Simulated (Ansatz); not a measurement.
Input file for Ansatz (a program for electronic structure): U-wB97M-V/def2-TZVPP on LiP-, 2S+1 = 4, a spin state set in the input, which need not be the lowest, a point of a bond scan (R = 2.460 Å). Charge -1.

Ansatz 0.2 input:
```yaml
crystal:
  periodic: [false, false, false]
  atoms:
    - {symbol: Li, position_ang: [0.00000000, 0.00000000, 0.00000000]}
    - {symbol: P, position_ang: [0.00000000, 0.00000000, 2.45984200]}
basis:
  gaussian:
    orbitals: def2-TZVPP
    pivot_positions_ang: [[0.00000000, 0.00000000, 0.00000000], [0.00000000, 0.00000000, 2.45984200]]
hamiltonian:
  xc: {name: wB97M-V}
total_charge: -1
magnetization: {spin_polarized: true, initial_magnetization: 3}
output: {forces: true, orbitals: {seedname: ./end}}
```

The log:

```
WARN ansatz: RAYON_NUM_THREADS=2 ignored (pool sized by the plan → 2); use --threads N
Functional definition: wB97M-V
integrals: 0.02 GiB planned
432 factors; their error is unknown
integrals: 0.05 GiB planned
142 factors; integrals over basis functions are off by at most 1.5e-5 eV
mean field: 0.28 GiB planned
mean field evaluation 1: about -9487.7557 eV, gradient 1.4e1 eV
mean field evaluation 2: about -9489.9783 eV, gradient 1.2e1 eV
mean field evaluation 4: about -9490.8923 eV, gradient 1.2e0 eV
mean field evaluation 8: about -9490.9894 eV, gradient 6.3e-2 eV
mean field evaluation 16: about -9490.9860 eV, gradient 2.4e-4 eV
mean field -9490.98597117 eV, -348.7873012190 hartree, gradient 3.9e-6 eV, S^2 3.752692; 1 other end points of the search recorded, 0 dependent functions left out
the calculation of the forces begins
reference -9490.98600335 eV, -348.7873024016 hartree; 11, 8 occupied and 50, 53 virtual orbitals, 432 factors
Total energy: -9490.98600335 eV, -348.7873024016 hartree
Atom 0 at     0.000000     0.000000     0.000000 Å, force     0.000000    -0.000000     0.051191 eV/Å
Atom 1 at     0.000000     0.000000     2.459842 Å, force    -0.000000     0.000000    -0.051191 eV/Å
Dipole moment:     0.000000    -0.000000     0.949929 e Å
```

The run converged.

Cost: about 5 core-seconds (a rough figure).
